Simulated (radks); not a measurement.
Q: These are the eigenvalues of the occupied orbitals of an atom or ion with whole-number occupations (eV). All-electron calculation, Dirac Kohn-Sham, BLYP, spin-unpolarised, spherical densities, finite nucleus; Fermi nuclear charge, rms radius of each element as measured or else 0.836 A^(1/3) + 0.57 fm. Program: a radial shooting solver on a logarithmic mesh with Libxc functionals.

1s1/2: -59223.87
2s1/2: -9998.498
2p1/2: -9532.583
2p3/2: -8552.076
3s1/2: -2257.804
3p1/2: -2052.427
3p3/2: -1845.406
3d3/2: -1494.379
3d5/2: -1449.128
4s1/2: -456.0064
4p1/2: -373.3837
4p3/2: -326.6299
4d3/2: -190.5853
4d5/2: -182.0832
5s1/2: -67.7400
5p1/2: -45.4272
5p3/2: -39.6671
4f5/2: -18.0630
4f7/2: -16.8644

Which element is it, and in what charge state? The configuration may be excited. Open shells, if any, fill j = l - 1/2 first.

A: Z = 69, thulium, charge +2: Tm2+ in [Xe] 4f13. The list shows which subshells hold electrons but not how many an open one holds; the 1s level, -2176.4 hartree, gives Z - s = 66.0 by -(Z - s)^2/2, which with screening and relativity narrows Z to a few neighbours, and the depths of the outer levels then fix element, charge and occupations together.
